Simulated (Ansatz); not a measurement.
C₃H₉BrClHfN (`C[N](C)[Hf]([CH3])([Cl])[Br]`), 16 atoms. Total charge 0; spin multiplicity 1. Correlated methods include outer-core shells of Br, Hf, which these sets cover unevenly. Scalar relativity is left out up to krypton. Hf: def2 effective core potential. Hardware: A = 2 threads of an AMD EPYC 7R13 on a shared host and a share of an NVIDIA H100 80 GB; B = 2 threads of an AMD EPYC 7R13 on a shared host. Correlated methods freeze the cores.

**Question.** How many basis functions does each run have, and how long does it take in Ansatz? direct RPA on PBE orbitals/def2-TZVPP energy [A]; RKS PBE0-D4/def2-QZVPP energy [A]; RKS ωB97M-V/def2-QZVPP energy [A]; RKS ωB97M-V/def2-SVP energy [B]; RKS PBE0-D4/def2-TZVP relaxation (24 steps) [A]; RKS ωB97M-V/def2-TZVPP energy and forces [A]; RKS PBE-D4/def2-TZVPP energy and forces [A]; RHF-CCSD(T)/def2-SVP energy [A]; RHF-MP2/def2-QZVPP energy [A]; RKS PBE0-D4/def2-SVP energy [B]; RHF-CCSD(T)/def2-TZVPP energy [A]; RKS r2SCAN0-D4/def2-TZVPP energy [A]. (An estimate is asked.)

**Answer.** The calculation gave: Other jobs shared the machine, so times are rough.

```tsv
level	job	functions	wall time	peak host memory (GiB)
RHF-CCSD(T)/def2-SVP	energy [A]	183	4.7 s	0.8
RKS PBE-D4/def2-TZVPP	energy and forces [A]	396	4.8 s	0.93
RKS r2SCAN0-D4/def2-TZVPP	energy [A]	396	6 s	0.98
RKS PBE0-D4/def2-QZVPP	energy [A]	738	7.5 s	1.3
direct RPA on PBE orbitals/def2-TZVPP	energy [A]	396	8 s	1.9
RKS PBE0-D4/def2-SVP	energy [B]	183	8 s	0.67
RKS ωB97M-V/def2-TZVPP	energy and forces [A]	396	10 s	1.1
RKS ωB97M-V/def2-QZVPP	energy [A]	738	11 s	1.4
RHF-MP2/def2-QZVPP	energy [A]	738	12 s	1.4
RKS ωB97M-V/def2-SVP	energy [B]	183	26 s	0.98
RHF-CCSD(T)/def2-TZVPP	energy [A]	396	36 s	1.8
RKS PBE0-D4/def2-TZVP	relaxation (24 steps) [A]	303	84 s	1
```
